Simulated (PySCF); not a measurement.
## C₆ coefficients of unlike pairs at B97-3

Calculated with PySCF 2.14 from the dipole response of each species, C₆(A,B) = (3/π) ∫ α_A(iu) α_B(iu) du, in atomic units, from isotropic polarisabilities. For ions this is the dispersion term alone; charge-induced terms of lower order in 1/R come first.

```json
{"species": "O²⁺", "configuration": "[He] 2s2 2p2 (3P)", "basis": "dyall-av3z (15s9p3d2f)", "relativity": "spin-free X2C", "α (bohr³)": "1.705", "C₆ (like pair)": "2.266"}
{"species": "Te⁺", "configuration": "[Kr] 4d10 5s2 5p3 (4S)", "basis": "def2-QZVPPD with the def2 core potential (28 electrons) (8s7p5d4f1g)", "relativity": "core potential", "α (bohr³)": "22.11", "C₆ (like pair)": "187.7"}
{"species": "Mn⁺", "configuration": "[Ar] 3d5 4s1 (7S)", "basis": "aug-cc-pwCVTZ (10s9p7d4f3g)", "relativity": "none", "α (bohr³)": "31.24", "C₆ (like pair)": "164.1"}
```

Task: Estimate C₆ for Mn⁺ with O²⁺.

Result: The integral gives 15.99. The combination rule 2 C_A C_B / (C_A α_B/α_A + C_B α_A/α_B) gives 14.73 and the geometric mean 19.28.

No spin-orbit coupling is included.

The other pairs:

| pair | C₆ |
| --- | --- |
| Mn⁺, Te⁺ | 166.2 |
| Te⁺, O²⁺ | 19.53 |
